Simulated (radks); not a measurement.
Excited configurations of Re III: one electron is placed in a higher orbital outside [Xe] 4f14 5d4. The ground configuration is [Xe] 4f14 5d5. All-electron calculation, scalar-relativistic Kohn-Sham, BLYP, spin-polarised, spherical densities, point nucleus; open shells are filled with parallel spins first (spin-orbit coupling, left out, can overturn this in heavy ions). Program: a radial shooting solver on a logarithmic mesh with Libxc functionals. Excitation = E - E(ground); binding = E(ion) - E, where the ion is the core of charge +3; n* = 3/sqrt(2 binding) in atomic units, and the quantum defect is n - n*.

outer orbital  excitation (eV)  binding (eV)     n*  eigenvalue (eV)  <r> (bohr)
5f                      19.744         8.340  3.832           -6.408       5.109
6s                       2.016        26.067  2.167          -22.057       2.609
6p                       9.406        18.678  2.560          -15.481       3.212
6d                      17.188        10.896  3.352           -8.925       4.820
6f                      22.378         5.705  4.633           -4.651       8.921
7s                      16.274        11.810  3.220          -10.179       5.381
7p                      18.471         9.612  3.569           -8.227       6.343
7d                      21.382         6.701  4.275           -5.627       8.525
7f                      24.034         4.050  5.499           -3.400       13.67

The Delta-SCF ionisation energy is 28.084 eV (NIST Atomic Spectra Database: 27 eV, theoretical). Self-interaction in the functional shifts the binding energies and quantum defects, so they are the method's values and not measured ones. Open shells are spherical and high-spin; term and fine-structure splittings are not resolved. Spin-orbit splitting is averaged out at the scalar-relativistic level.
